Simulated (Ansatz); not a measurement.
`C[N](C)[Ge][F]` + H₂S → `[F][Ge][SH]` + `CNC` at 500 K and 1 bar (ligand exchange at a Ge–N bond).

Calculated with Ansatz (gas phase, PBE0-D4/def2-TZVP geometries, no zero-point term in ΔE). CCSD(T)/CBS is the MP2 limit (def2-TZVPP, def2-QZVPP) plus CCSD(T) − MP2 in def2-TZVPP, frozen cores. This one scheme is used for every species. For Ge outer-core shells are correlated without core-valence functions, which leaves a few kJ/mol of doubt a bond. Scalar relativity is left out up to krypton. Each species was taken in one conformer, which may not be the lowest.

| species | CCSD(T)/CBS energy (Eh) | H − E (kJ/mol) | S (J/(mol·K)) |
| --- | --- | --- | --- |
| `C[N](C)[Ge][F]` | -2310.36681 | 266.1 | 405.0 |
| H₂S | -398.97279 | 57.0 | 224.0 |
| `[F][Ge][SH]` | -2574.33845 | 57.0 | 329.6 |
| `CNC` | -135.00321 | 273.8 | 313.8 |

H − E and S are ideal-gas, rigid-rotor, harmonic terms from PBE0-D4/def2-TZVP, for one conformer and one mirror image of each species. 1 Eh = 2625.50 kJ/mol, R = 8.31446 J/(mol·K).

Problem. By hand: ΔE, ΔH, ΔS and ΔG.

Solution. ΔE = (-2574.33845) + (-135.00321) − (-2310.36681) − (-398.97279) = -0.00206 Eh = -5.4 kJ/mol. Δ(H − E) = 57.0 + 273.8 − 266.1 − 57.0 = 7.7, so ΔH = 2.3 kJ/mol. ΔS = 329.6 + 313.8 − 405.0 − 224.0 = 14.4 J/(mol·K). ΔG = 2.3 − 500 × (14.4)/1000 = -4.9 kJ/mol.

Problem. By hand: the equilibrium constant, and the temperature at which ΔG would vanish if ΔH and ΔS stayed fixed.

Solution. log₁₀ K = −ΔG/(RT ln 10) = 0.5. ΔG = 0 at ΔH/ΔS = 160 K, though so small a ΔH makes that figure unsure.

TΔS isn't small against ΔH here. The sign of ΔG lies within the doubt. A doubt of 5 kJ/mol in ΔE shifts log₁₀ K by 0.5 here. Other conformers and mirror images would add mixing entropy, several J/(mol·K) or more a flexible species. These are equilibria of isolated gas molecules and say nothing of rates. Largest T1 diagnostic: 0.015 (customary marks: 0.02 for closed shells, 0.045 for open ones).
